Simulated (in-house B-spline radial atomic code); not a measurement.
RPA and G0W0 for Ag VII (Ag6+), [Kr] 4d5, highest spin, as one setting changes: the highest l of the empty states. Start: PBE0. A dash marks a level of low quasi-particle weight. Computed with a B-spline radial code for spherical atoms: all electrons, scalar-relativistic (spin-free one-electron X2C), finite nucleus, each spin shell either full or empty, empty states to the listed l with an (l + 1/2)⁻⁴ tail; G0W0 by contour deformation at full frequency.

```
highest l of the empty states  RPA summed (Eh)  RPA extrapolated (Eh)  G0W0 level (eV)
                            4          -2.6605                -3.1191    4d up -107.39
                            5                ?                      ?                ?
                            6          -2.9636                -3.1343    4d up -107.58
                            7          -3.0162                -3.1236    4d up -107.59
                            8           -3.045                -3.1135    4d up -107.58
                            9          -3.0622                -3.1084    4d up -107.57
                           10                ?                      ?                ?
                           11            -3.08                -3.1038    4d up -107.56
```

(1) What belongs in the row for 10?

(2) What belongs in the row for 5?

## Answers

(1) RPA summed (Eh): -3.0729; RPA extrapolated (Eh): -3.1055; G0W0 level (eV): 4d up -107.56.

(2) RPA summed (Eh): -2.8642; RPA extrapolated (Eh): -3.1481; G0W0 level (eV): 4d up -107.58.
